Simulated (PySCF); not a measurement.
Harmonic spectrum computed at PBE0 in the def2-TZVP basis family (core potentials from Rb on, PySCF, no spin–orbit coupling):

| ω (cm⁻¹) | IR (km/mol) |
| --- | --- |
| 505 | 20.9 |
| 663 | 137 |
| 1952 | 134 |

Task: Which molecule gave it? In each, all ligands are bound to the one heavy central atom.
A. AsHF (doublet)
B. SHF (singlet)
C. WHF (quintet)
D. SnHF (singlet)

Result: C. It has Cs symmetry with W–F 1.874 Å, W–H 1.721 Å.
